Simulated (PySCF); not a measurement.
Cl2Zn (SMILES [Cl][Zn][Cl]), singlet, at a GFN2-xTB geometry (such geometries of metal compounds can be far from the true shape); CAMB3LYP/cc-pVDZ run with PySCF.

Here is a job for PySCF.
```python
from pyscf import gto, scf, dft

mol = gto.M(
    atom='''
Zn    0.108251    0.380594    0.212101
Cl    1.309041   -0.005976   -1.495864
Cl   -1.500072   -0.665660    1.121568
''',
    basis='cc-pvdz',
    charge=0,
    spin=0,
    verbose=4,
)

mf = dft.RKS(mol)
mf.xc = 'camb3lyp'
mf.kernel()
```

### Question
Write the output that PySCF gives for this input, abridged.

### Answer

```
PySCF version 2.14.0

[INPUT] verbose = 4
[INPUT] num. atoms = 3
[INPUT] num. electrons = 64
[INPUT] charge = 0
[INPUT] spin (= nelec alpha-beta = 2S) = 0
[INPUT] symmetry False subgroup None
[INPUT] Mole.unit = angstrom
[INPUT] Symbol           X                Y                Z      unit          X                Y                Z       unit  Magmom
[INPUT]  1 Zn     0.108251000000   0.380594000000   0.212101000000 AA    0.204564742710   0.719218424653   0.400812800746 Bohr   0.0
[INPUT]  2 Cl     1.309041000000  -0.005976000000  -1.495864000000 AA    2.473728975827  -0.011293003320  -2.826773279596 Bohr   0.0
[INPUT]  3 Cl    -1.500072000000  -0.665660000000   1.121568000000 AA   -2.834725247129  -1.257915092078   2.119456350076 Bohr   0.0

nuclear repulsion = 293.461957404119
number of shells = 17
number of NR pGTOs = 204
number of NR cGTOs = 79
basis = cc-pvdz
ecp = {}

******** <class 'pyscf.dft.rks.RKS'> ********
method = RKS
initial guess = minao
damping factor = 0
level_shift factor = 0
DIIS = <class 'pyscf.scf.diis.CDIIS'>
diis_start_cycle = 1
diis_space = 8
diis_damp = 0
SCF conv_tol = 1e-09
SCF conv_tol_grad = None
SCF max_cycles = 50
direct_scf = True
direct_scf_tol = 1e-13
XC library pyscf.dft.libxc version 7.1.2
    S. Lehtola, C. Steigemann, M. J. T. Oliveira, and M. A. L. Marques,  SoftwareX 7, 1–5 (2018)
XC functionals = camb3lyp
    T. Yanai, D. P. Tew, and N. C. Handy,  Chem. Phys. Lett. 393, 51 (2004)
radial grids:
    Treutler-Ahlrichs [JCP 102, 346 (1995); DOI:10.1063/1.469408] (M4) radial grids

becke partition: Becke, JCP 88, 2547 (1988); DOI:10.1063/1.454033
pruning grids: <function nwchem_prune>
grids dens level: 3
symmetrized grids: False
atomic radii adjust function: <function treutler_atomic_radii_adjust>
small_rho_cutoff = 0
Set gradient conv threshold to 3.16228e-05
Initial guess from minao.
tot grids = 58400
init E= -2699.8211241508
  HOMO = -0.383443248008221  LUMO = -0.110328129024712  gap/eV = 7.43184
cycle= 1 E= -2699.97827871874  delta_E= -0.157  |g|= 0.772  |ddm|= 1.76
  HOMO = -0.328169276357407  LUMO = -0.125226030122679  gap/eV = 5.52237
cycle= 2 E= -2699.89971602565  delta_E= 0.0786  |g|= 1.32  |ddm|= 1.34
  HOMO = -0.361683185932836  LUMO = -0.0908756947541507  gap/eV = 7.36905
cycle= 3 E= -2700.07583841317  delta_E= -0.176  |g|= 0.0901  |ddm|= 0.787
  HOMO = -0.375228983570926  LUMO = -0.0817991584488036  gap/eV = 7.98463
cycle= 4 E= -2700.07818035599  delta_E= -0.00234  |g|= 0.0196  |ddm|= 0.118
  HOMO = -0.372578046080528  LUMO = -0.0799703984501026  gap/eV = 7.96226
cycle= 5 E= -2700.07828885911  delta_E= -0.000109  |g|= 0.00439  |ddm|= 0.0316
  HOMO = -0.372920424621232  LUMO = -0.0801791013438997  gap/eV = 7.96590
cycle= 6 E= -2700.07829456374  delta_E= -5.7e-06  |g|= 0.000618  |ddm|= 0.00669
  HOMO = -0.372814224346153  LUMO = -0.0801483102688723  gap/eV = 7.96385
cycle= 7 E= -2700.07829484936  delta_E= -2.86e-07  |g|= 0.000221  |ddm|= 0.0014
  HOMO = -0.372835615740831  LUMO = -0.0801784580108746  gap/eV = 7.96361
cycle= 8 E= -2700.07829487695  delta_E= -2.76e-08  |g|= 5.62e-05  |ddm|= 0.000476
  HOMO = -0.372832755856697  LUMO = -0.0801738690930867  gap/eV = 7.96365
cycle= 9 E= -2700.07829487874  delta_E= -1.8e-09  |g|= 1.53e-05  |ddm|= 0.000126
  HOMO = -0.372834750235593  LUMO = -0.0801734005790262  gap/eV = 7.96372
cycle= 10 E= -2700.07829487889  delta_E= -1.48e-10  |g|= 2.84e-06  |ddm|= 4.03e-05
  HOMO = -0.372834981353644  LUMO = -0.0801729544445644  gap/eV = 7.96374
Extra cycle  E= -2700.0782948789  delta_E= -1.05e-11  |g|= 3.32e-06  |ddm|= 6.35e-06
converged SCF energy = -2700.0782948789
```
